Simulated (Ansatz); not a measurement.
`F[Si](F)([SiH3])Cl` → `F[SiH](F)Cl` + `[SiH2]` at 600 K and 1 bar (silylene loss).

Calculated with Ansatz (gas phase, PBE0-D4/def2-TZVP geometries, no zero-point term in ΔE). CCSD(T)/CBS adds triple-zeta CCSD(T) − MP2 to the extrapolated MP2 energy (def2 sets, frozen cores). This one scheme is used for every species.

```tsv
species	CCSD(T)/CBS energy (Eh)	H − E (kJ/mol)	S (J/(mol·K))
`F[Si](F)([SiH3])Cl`	-1239.50998	147.9	451.2
`F[SiH](F)Cl`	-949.23245	82.4	354.3
`[SiH2]`	-290.19011	52.1	233.9
```

H − E and S are ideal-gas, rigid-rotor, harmonic terms from PBE0-D4/def2-TZVP. 1 Eh = 2625.50 kJ/mol, R = 8.31446 J/(mol·K).

Q: By hand: ΔE, ΔH, ΔS and ΔG.

A: ΔE = (-949.23245) + (-290.19011) − (-1239.50998) = 0.08742 Eh = 229.5 kJ/mol. Δ(H − E) = 82.4 + 52.1 − 147.9 = -13.4, so ΔH = 216.1 kJ/mol. ΔS = 354.3 + 233.9 − 451.2 = 137.0 J/(mol·K). ΔG = 216.1 − 600 × (137.0)/1000 = 133.9 kJ/mol.

Q: By hand: the equilibrium constant, and the temperature at which ΔG would vanish if ΔH and ΔS stayed fixed.

A: log₁₀ K = −ΔG/(RT ln 10) = -11.7. ΔG = 0 at ΔH/ΔS = 1577 K.

The number of gas molecules changes by +1, which sets the sign of ΔS. A doubt of 5 kJ/mol in ΔE shifts log₁₀ K by 0.4 here. These are equilibria of isolated gas molecules and say nothing of rates. Largest T1 diagnostic: 0.014 (customary marks: 0.02 for closed shells, 0.045 for open ones).
